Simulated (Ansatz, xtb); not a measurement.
# C2H6BFN2: which of two isomers lies lower

Structure a is `FB1NCCN1`, a singlet and structure b is `C=NCB(N)F`, a singlet. Both are isolated molecules in the gas phase, relaxed with B3LYP-D3(BJ)/def2-SVP; the shapes shown needn't be the lowest conformers.

a (Å):

```tsv
atom	x (Å)	y (Å)	z (Å)
C	-0.6767	-0.8861	-0.4211
C	-0.3413	0.1959	0.6348
B	-1.2228	1.2226	-1.2729
F	-1.6561	2.1742	-2.1104
N	-1.4865	-0.1683	-1.3997
N	-0.4264	1.4438	-0.1166
H	-1.7789	-0.6448	-2.2422
H	-1.2067	-1.7399	0.0336
H	0.2566	-1.2800	-0.8711
H	0.6540	0.0278	1.0795
H	-1.0803	0.1632	1.4603
H	-0.3169	2.3220	0.3724
```

b (Å):

```
atom    x (Å)    y (Å)    z (Å)
   C   0.1394   0.0198  -2.1684
   C   1.0242   1.5391  -0.6197
   B   0.2985   1.9999   0.7161
   F   0.4555   3.2739   1.1235
   N   0.6195   0.2065  -1.0132
   N  -0.4681   1.1159   1.4693
   H   0.0316   0.8273  -2.9225
   H  -0.1934  -0.9855  -2.4667
   H   0.8920   2.2994  -1.4204
   H   2.1063   1.5201  -0.3825
   H  -0.5590   0.1504   1.1741
   H  -0.9236   1.3597   2.3400
```

Quicker runs give these differences E(b) − E(a): GFN2-xTB +1.681 eV; HF/STO-3G +2.566 eV (at GFN2-xTB geometries); r2SCAN-D4/def2-SVP +1.287 eV (at GFN2-xTB geometries).

Task: Estimate E(b) − E(a) at the level CCSD(T)/def2-SVP + ΔMP2/def2-TZVPP.

Result: Calculated at CCSD(T)/def2-SVP + ΔMP2/def2-TZVPP: E(b) − E(a) = +1.138 eV, so structure a lies lower.

How the difference moves with the method:

| level | geometry | E(b) − E(a) (eV) | departure from the last row (eV) | job, with rough time for the two |
| --- | --- | --- | --- | --- |
| GFN2-xTB | GFN2-xTB | +1.681 | +0.543 | optimisation, 0.62 s |
| HF/STO-3G | GFN2-xTB | +2.566 | +1.429 | single point, 0.64 s |
| r2SCAN-D4/def2-SVP | GFN2-xTB | +1.287 | +0.149 | single point, 3.7 s |
| B3LYP-D3(BJ)/def2-SVP | B3LYP-D3(BJ)/def2-SVP | +1.203 | +0.065 | optimisation, 85 s |
| HF/def2-SVP | B3LYP-D3(BJ)/def2-SVP | +1.276 | +0.139 | part of the CCSD(T) run |
| MP2/def2-SVP | B3LYP-D3(BJ)/def2-SVP | +1.305 | +0.167 | part of the CCSD(T) run |
| CCSD(T)/def2-SVP | B3LYP-D3(BJ)/def2-SVP | +1.202 | +0.065 | single point |
| CCSD(T)/def2-SVP + ΔMP2/def2-TZVPP | B3LYP-D3(BJ)/def2-SVP | +1.138 |  | single point, 53 s |

As drawn, b has 1 C=N, 1 C–B in place of 1 B–N, 1 C–N, 1 C–C. Structure a has a 5-membered ring, b no ring.

The levels shown agree on the order. The largest departure from CCSD(T)/def2-SVP + ΔMP2/def2-TZVPP is that of HF/STO-3G, 1.429 eV. The last row adds to CCSD(T) the change of the MP2 difference between the two basis sets, here −0.065 eV.

With thermal terms from frequencies at re-optimised GFN2-xTB minima (ideal gas, soft modes damped towards free rotors, one conformer each, 298.15 K, 1 atm): on the last row, ΔE + ΔZPE = +1.030, ΔH = +1.059, ΔG = +0.971 eV.

The correlated steps freeze 6 core orbitals. Programs: Ansatz 0.2.0, xtb 6.7.1; the last row on 2 threads of Intel(R) Xeon(R) Processor @ 2.70GHz on a shared host.
